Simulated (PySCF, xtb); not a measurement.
C₂H₅BF₂O, SMILES OCB(F)CF.

GFN2-xTB in xtb at its own geometry gives an orbital gap of 4.19 eV and a dipole moment of 2.35 D.

Geometry optimised at r2SCAN-D4/def2-SVP. The structure was generated by enumeration, and PubChem lists no compound with its InChIKey, so it may never have been made. One conformer was computed; it need not be the lowest.

Question: What does PBE/def2-TZVP run with PySCF give? (An estimate is asked for; the answer gives what the named calculation found.)

Answer: gap 4.66 eV (levels -6.25 and -1.59 eV), dipole 1.81 D.
